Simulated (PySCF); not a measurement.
## Excited states of `C=CN1BNB(C(C)=O)NB1`, C4H10B3N3O

Computed, not measured: TDA CAM-B3LYP/def2-SVP excited states, vertical, gas phase (PySCF 2.14.0). Geometry: GFN2-xTB.

Input:
```
{"job": {"kind": "states", "xc": "CAM-B3LYP", "basis": "def2-SVP", "tda": true, "soc": true, "nstates": 8, "ntriplets": 5, "nquad": 4}, "charge": 0, "multiplicity": 1}
C      3.991612    -0.296186    -0.215033
C      2.918706    -0.111312    -0.970055
N      1.583511    -0.150960    -0.546339
B      0.623131     0.603734    -1.287559
N     -0.722481     0.617356    -0.844848
B     -1.152583    -0.105159     0.291930
C     -2.661487    -0.122015     0.843512
C     -3.702112     0.704997     0.112700
O     -2.973025    -0.776443     1.822161
N     -0.179553    -0.866666     0.971532
B      1.179610    -0.931980     0.585200
H      3.929113    -0.506486     0.836840
H      4.976603    -0.242989    -0.642225
H      3.039438     0.131201    -2.019479
H      0.937827     1.210425    -2.241819
H     -1.389134     1.164445    -1.367669
H     -3.400362     1.750529     0.122433
H     -3.760237     0.377119    -0.923369
H     -4.677567     0.603298     0.582945
H     -0.494938    -1.400367     1.769336
H      1.925009    -1.635599     1.150428
```
Coordinates are in Å.

Command: `OMP_NUM_THREADS=1 python excited_run.py task.json out`

Task: What does the run print?

Result: H and L stand for HOMO and LUMO.
```
coarse grid: 18080 points
cycle   1  E = -471.8351448311  dE =  2.041e+00  |g| = 9.257e-01  |ddm| = 5.035e+00
cycle   2  E = -471.6188054822  dE =  2.163e-01  |g| = 1.456e+00  |ddm| = 2.168e+00
cycle   3  E = -472.0220760355  dE = -4.033e-01  |g| = 1.560e-01  |ddm| = 1.451e+00
cycle   4  E = -472.0265001490  dE = -4.424e-03  |g| = 7.384e-02  |ddm| = 1.659e-01
cycle   5  E = -472.0276225853  dE = -1.122e-03  |g| = 1.428e-02  |ddm| = 7.175e-02
cycle   6  E = -472.0276701588  dE = -4.757e-05  |g| = 4.580e-03  |ddm| = 1.660e-02
cycle   7  E = -472.0276750519  dE = -4.893e-06  |g| = 1.820e-03  |ddm| = 7.676e-03
final grid: 176360 points
cycle   8  E = -472.1128832915  dE = -4.838e-05  |g| = 6.601e-03  |ddm| = 2.834e-02
cycle   9  E = -472.1128801431  dE =  3.148e-06  |g| = 7.960e-03  |ddm| = 1.101e-02
cycle  10  E = -472.1128929827  dE = -1.284e-05  |g| = 1.021e-03  |ddm| = 6.051e-03
cycle  11  E = -472.1128931818  dE = -1.992e-07  |g| = 3.133e-04  |ddm| = 9.906e-04
cycle  12  E = -472.1128931988  dE = -1.693e-08  |g| = 1.409e-04  |ddm| = 3.782e-04
cycle  13  E = -472.1128932034  dE = -4.645e-09  |g| = 2.565e-05  |ddm| = 1.294e-04
cycle  14  E = -472.1128932036  dE = -2.151e-10  |g| = 1.228e-05  |ddm| = 3.990e-05
converged SCF energy = -472.1128932036

Singlet excitations
state   eV       nm        f     d(h-e)  d(exc)  Lambda  PR(NTO)  |dmu|/D   mu/D   main configurations
  1   3.4429   360.1   0.00035   0.636   2.236   0.513   1.005    1.944    2.630   H-1->L 0.90
  2   5.6321   220.1   0.32706   3.286   4.560   0.431   1.036   11.152   11.646   H->L 0.90
  3   6.0462   205.1   0.00271   1.332   3.197   0.511   1.863    4.826    5.397   H->L+1 0.48, H-2->L 0.41
  4   6.7059   184.9   0.07166   1.536   3.207   0.503   2.082    5.184    5.997   H-2->L 0.49, H->L+1 0.45
  5   7.1783   172.7   0.00601   2.215   3.901   0.328   1.378                     H-1->L+2 0.25, H-1->L+1 0.22, H-1->L+4 0.18
  6   7.2475   171.1   0.36454   1.208   3.824   0.670   1.195                     H->L+2 0.84
  7   7.3284   169.2   0.00115   3.339   4.362   0.212   1.090                     H-1->L+1 0.69, H-1->L+2 0.19
  8   7.5478   164.3   0.02118   1.234   3.593   0.484   1.554                     H-3->L 0.45, H-4->L 0.25, H-1->L+3 0.12

Triplet excitations (Tamm-Dancoff)
state   eV     d(h-e)  d(exc)  Lambda  PR(NTO)   main configurations
  1   2.7361   0.579   2.179   0.510   1.005   H-1->L 0.89
  2   4.1006   0.373   2.566   0.601   1.045   H->L+2 0.46, H->L 0.25, H->L+1 0.14
  3   5.1443   1.316   3.262   0.519   1.317   H->L 0.34, H-3->L 0.13, H-6->L 0.10
  4   5.5969   1.045   3.152   0.547   1.392   H-6->L 0.24, H->L 0.24, H-5->L 0.09
  5   5.7434   1.129   2.881   0.489   1.553   H-2->L 0.66, H->L+1 0.14
S1 - T1 = 0.7068 eV

Spin-orbit couplings |<S|Hso|T>| (cm-1)
             T1       T2       T3       T4       T5
S0       51.510    1.046    0.405    0.395    0.677
S1        0.577    2.692   26.767   26.461    9.575
S2        5.346    0.425    0.191    0.073    0.625
S3        1.445    0.467    0.516    0.364    0.105
S4        3.996    0.621    0.276    0.324    0.459
S5        5.631    1.214    5.256    8.752    5.635
S6        1.053    1.580    0.315    0.746    0.387
S7        3.956    0.073    2.271    5.009    3.756
S8        6.635    2.243    1.502    3.516    4.806
T1 sublevels (cm-1): 0.000 0.002 0.192   radiative rates (1/s): 0.0902 0.0605 175
```

It took 110 s wall time on 1 thread of an Arm Neoverse N1, shared host, peak memory 1 GiB.
